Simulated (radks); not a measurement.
Results of a calculation; reference values are marked as such.
The mercury ion Hg40+, 40 electrons, occupied as [Ar] 3d10 4s1 4p6 4d4 5s1 (not the ground configuration). Code: a radial shooting solver on a logarithmic mesh with Libxc functionals. Model: scalar-relativistic Kohn-Sham, LDA (Slater exchange, Perdew-Wang correlation), spin-unpolarised, spherical densities, point nucleus.

Local quantities along the radius. ELF = 1/(1 + alpha^2) is the electron localisation function; alpha = (tau - tau_W)/tau_unif compares the Pauli kinetic energy density with that of the uniform gas; r v_xc is r times the local exchange-correlation potential (hartree bohr). tau is taken from the large components.

| r (bohr) | ELF | alpha | r v_xc |
|---|---|---|---|
| 0.0008225 | 1.000 | 0.02195 | -0.08042 |
| 0.001071 | 0.999 | 0.02335 | -0.09996 |
| 0.001406 | 0.999 | 0.02552 | -0.1245 |
| 0.001831 | 0.999 | 0.02870 | -0.1533 |
| 0.002403 | 0.999 | 0.03369 | -0.1886 |
| 0.003129 | 0.998 | 0.04128 | -0.2285 |
| 0.004107 | 0.997 | 0.05410 | -0.2750 |
| 0.005348 | 0.994 | 0.07569 | -0.3241 |
| 0.007019 | 0.986 | 0.1173 | -0.3764 |
| 0.009213 | 0.961 | 0.2026 | -0.4262 |
| 0.012 | 0.873 | 0.3810 | -0.4681 |
| 0.01575 | 0.633 | 0.7609 | -0.5036 |
| 0.0205 | 0.383 | 1.270 | -0.5402 |
| 0.02691 | 0.360 | 1.332 | -0.6039 |
| 0.03505 | 0.561 | 0.8847 | -0.7017 |
| 0.046 | 0.734 | 0.6024 | -0.8100 |
| 0.0599 | 0.686 | 0.6766 | -0.8779 |
| 0.07862 | 0.412 | 1.195 | -0.9072 |
| 0.1032 | 0.391 | 1.247 | -0.9870 |
| 0.1344 | 0.677 | 0.6903 | -1.129 |
| 0.1764 | 0.727 | 0.6129 | -1.173 |
| 0.2297 | 0.330 | 1.425 | -1.064 |
| 0.3015 | 0.343 | 1.384 | -1.058 |
| 0.3925 | 0.687 | 0.6753 | -1.114 |
| 0.5152 | 0.419 | 1.177 | -0.9502 |
| 0.6709 | 0.135 | 2.532 | -0.6977 |
| 0.8806 | 0.199 | 2.007 | -0.4593 |
| 1.156 | 0.256 | 1.707 | -0.2191 |
| 1.505 | 0.072 | 3.598 | -0.06527 |

On this mesh the ELF has minima near r = 0.023, 0.090, 0.26, 0.67 bohr, which separate the shells, and maxima near 0.053 (0.74), 0.15 (0.75), 0.39 (0.69), 1.0 (0.26).

Self-consistent cycle (total energy in hartree, residual of the potential): 1: -18458.48986, 1e+02; 2: -18528.60110, 7e+01; 3: -18578.42189, 1e+00; 4: -18578.61233, 7e-01; 5: -18578.54310, 5e-03; 6: -18578.54327, 5e-04; 7: -18578.54332, 6e-04; 8: -18578.54331, 3e-04; 9: -18578.54330, 1e-04; 10: -18578.54330, 4e-05; 11: -18578.54330, 3e-06; 12: -18578.54330, 2e-08; 13: -18578.54330, 3e-10.
